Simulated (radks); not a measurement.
Charge is removed step by step from the 5p3/2 level of Hf2+, starting from [Kr] 4d10 4f14 5s2 5p(1/2: 2, 3/2: 4) 5d2. Method: Dirac Kohn-Sham, PBEsol, spin-unpolarised, spherical densities, point nucleus; open shells fill j = l - 1/2 first; computed with a radial shooting solver on a logarithmic mesh with Libxc functionals.

removed (e)	E - E(0) (eV)	eigenvalue (eV)	E minus straight line (eV)
0	0.000	-48.207	0.000
0.1	4.888	-49.546	-0.622
0.2	9.910	-50.900	-1.109
0.3	15.068	-52.268	-1.460
0.4	20.364	-53.649	-1.673
0.5	25.798	-55.043	-1.748
0.6	31.373	-56.449	-1.683
0.7	37.089	-57.866	-1.477
0.8	42.946	-59.294	-1.128
0.9	48.948	-60.733	-0.636
1	55.093	-62.182	0.000

Removing the whole electron costs 55.093 eV by Delta-SCF, against 48.207 eV from minus the eigenvalue at the starting occupation. Slater's transition state (half an electron removed) gives 55.043 eV. Integrating minus the eigenvalue over the occupation (Janak's theorem) gives 55.093 eV. The mean slope of the eigenvalue, de/dn, is 14.0 eV per electron.
